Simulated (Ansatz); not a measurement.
Two members of one family ((AlE)4 cubane), computed with Ansatz in the gas phase; def2 core potentials for Te, no spin–orbit coupling. Binding counts from free atoms in the multiplicity of their measured ground term, without zero-point energy. A dash marks a value that wasn't run or was left out as unsound. The structures are stationary points that may keep the symmetry of their start. Remarks come from the PBE and PBE0 runs and from stability tests at other levels; not every state was tested. HOMO above LUMO (over both spins in singlets and doublets, within one spin in higher multiplets; at PBE or PBE0), or a gap under 0.15 eV within one spin, warns that the state may not be the lowest or that an electron is smeared out.

First: (HAlTe)4 cubane (singlet, charge 0, PBE-D4/def2-SVP geometry).

```xyz
12

Al    1.096   -1.077   -1.362
H     1.945   -1.912   -2.418
Te    2.491    0.206    0.554
Al    0.344   -0.731    1.887
H     0.610   -1.298    3.351
Te   -0.696   -2.461    0.101
Al   -1.997   -0.166   -0.445
H    -3.546   -0.295   -0.790
Te   -0.429    0.913   -2.353
Al    0.558    1.974   -0.080
H     0.991    3.505   -0.143
Te   -1.366    1.343    1.698
```

| level | HOMO (eV) | LUMO (eV) | gap (eV) | vertical triplet (eV) | binding per atom (eV) |
| --- | --- | --- | --- | --- | --- |
| PBE-D4/def2-SVP | -6.33 | -2.30 | 4.03 | – | 3.00 |
| PBE-D4/def2-TZVP | -6.27 | -2.37 | 3.90 | 3.79 | 2.98 |
| r2SCAN-D4/def2-TZVP | -6.55 | -2.14 | 4.41 | 4.12 | 2.98 |
| PBE0-D4/def2-SVP | -7.33 | -1.65 | 5.68 | – | 2.98 |
| PBE0-D4/def2-TZVP | -7.22 | -1.70 | 5.53 | 4.27 | 2.98 |

Remarks: gap within one spin near zero at PBE or PBE0 (triplet).

Second: (FAlNH)4 cubane (singlet, charge 0, PBE-D4/def2-SVP geometry).

Cartesian coordinates in Å:
```
Al -0.492 -1.287 0.947
F -0.986 -2.578 1.897
N -1.663 -0.183 -0.125
Al -0.754 1.397 0.523
F -1.512 2.799 1.047
N 0.412 0.293 1.600
Al 1.656 0.182 0.125
F 3.320 0.364 0.249
N 0.757 -1.401 -0.525
Al -0.410 -0.292 -1.594
F -0.822 -0.584 -3.194
N 0.494 1.291 -0.950
H -2.678 -0.294 -0.202
H 0.663 0.471 2.577
H 1.220 -2.258 -0.846
H 0.795 2.080 -1.529
```

**Question.** Estimate the same table for the second.

**Answer.** 
| level | HOMO (eV) | LUMO (eV) | gap (eV) | vertical triplet (eV) | binding per atom (eV) |
| --- | --- | --- | --- | --- | --- |
| PBE-D4/def2-SVP | -7.13 | -2.05 | 5.07 | – | 4.63 |
| PBE-D4/def2-TZVP | -7.26 | -2.22 | 5.04 | 5.07 | 4.59 |
| r2SCAN-D4/def2-TZVP | -7.55 | -1.79 | 5.76 | 5.61 | 4.53 |
| PBE0-D4/def2-SVP | -8.62 | -1.26 | 7.35 | – | 4.50 |
| PBE0-D4/def2-TZVP | -8.67 | -1.41 | 7.27 | 5.87 | 4.47 |

Remarks: gap within one spin near zero at PBE or PBE0 (triplet).
